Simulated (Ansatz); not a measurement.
A CCSD(T) single point on F$_{6}$InP (`F[P+](F)(F)[In-]([F])([F])[F]`).

```yaml
crystal:
  periodic: [false, false, false]
  atoms:
    - {symbol: F, position_ang: [0.665662, -1.533606, 1.633459]}
    - {symbol: P, position_ang: [0.797391, -0.842571, 0.260699]}
    - {symbol: F, position_ang: [0.863415, -2.069368, -0.672131]}
    - {symbol: F, position_ang: [2.282349, -0.426043, 0.291148]}
    - {symbol: In, position_ang: [-1.073131, 1.134634, -0.353204]}
    - {symbol: F, position_ang: [-0.602065, 2.259745, 1.149218]}
    - {symbol: F, position_ang: [-0.334705, 1.524263, -2.098784]}
    - {symbol: F, position_ang: [-2.598927, -0.047054, -0.210405]}
basis:
  gaussian: {orbitals: def2-SVP}
correlation: {method: ccsd_t}
```

```sh
$ ansatz run in.yaml --threads 4 --pin off --events-out ev --progress --plain --max-ram 11315MiB
```

Output of Ansatz, abridged:

```
Functional definition: HF
1262 factors; integrals over basis functions are off by at most 7.2e-4 eV
mean field evaluation 1: about -30635.2252 eV, gradient 6.5e1 eV
mean field evaluation 2: about -30635.3576 eV, gradient 6.5e1 eV
mean field evaluation 4: about -30643.5386 eV, gradient 3.5e0 eV
mean field evaluation 8: about -30643.6137 eV, gradient 2.7e-1 eV
mean field -30643.61396100 eV, -1126.1320420791 hartree, gradient 3.0e-6 eV, S^2 0.000000; 0 other end points of the search recorded, 0 dependent functions left out
15 core orbitals not correlated: weight in the atoms' cores, before any rotation towards them, 1.000 or more for the frozen orbitals, at most 0.000 for the correlated occupied ones
reference -30643.61396100 eV, -1126.1320420791 hartree; 30, 30 occupied and 83, 83 virtual orbitals, 1262 factors
second order -35.77929365 eV of doubles, -0.00000000 eV of singles
cycle   1  -35.16529278 eV  change    6.1e-1 eV  update   1.5e-1
cycle   2  -35.93349066 eV  change   -7.7e-1 eV  update   4.8e-2
cycle   3  -36.15417348 eV  change   -2.2e-1 eV  update   2.6e-2
cycle   4  -36.14747929 eV  change    6.7e-3 eV  update   6.2e-3
cycle   5  -36.13540472 eV  change    1.2e-2 eV  update   2.6e-3
cycle   6  -36.13575368 eV  change   -3.5e-4 eV  update   8.1e-4
cycle   7  -36.13617352 eV  change   -4.2e-4 eV  update   2.7e-4
cycle   8  -36.13601332 eV  change    1.6e-4 eV  update   9.7e-5
cycle   9  -36.13595138 eV  change    6.2e-5 eV  update   3.6e-5
perturbative correction -0.63538022 eV, -0.0233497923 hartree
Total energy: -30680.38529259 eV, -1127.4833635906 hartree
```

Hardware: 4 threads of an AMD EPYC 9R45 on a shared host. Wall time 9.5 s, peak host memory 1 GiB.

Correlation energy per correlated electron: -0.613 eV. T1 diagnostic: 0.0142.
